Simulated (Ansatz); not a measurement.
# SeF: a line through the functionals

SeF has 2 atoms, charge 0, and is taken as a doublet. SMILES: `F[Se]`. Geometry: relaxed at PBE0-D4/def2-TZVP.

The electronic atomisation energy y, in eV, basis aug-cc-pVTZ; a is the functional's share of exact exchange. Programs: Ansatz 0.2.0.

```
functional  program     a  y (eV)
  U-r2SCAN   Ansatz     0    3.55
      UPBE   Ansatz     0    3.91
    UB3LYP   Ansatz   0.2       ?
     UPBE0   Ansatz  0.25    3.44
 U-r2SCAN0   Ansatz  0.25    3.18
    UBHLYP   Ansatz   0.5    2.99
```

Problem. Fit y = c + s·a to the known rows and predict UB3LYP.

Solution. 
1. Means of the 5 rows: a = 0.2000, y = 3.414.
2. Σ(Δa)² = 0.175, Σ(Δa·Δy) = -0.264, so the slope is -0.264/0.175 = -1.5086.
3. Intercept: 3.414 − (-1.5086) × 0.2000 = 3.716. The largest residual of the fit is 0.19.
4. UB3LYP: 3.716 + (-1.5086) × 0.2 = 3.41 eV.

The run gave 3.52 eV, so the prediction is off by -0.11 eV, within the scatter of the fit. The rows mix families of semi-local functionals, which the line can't see.
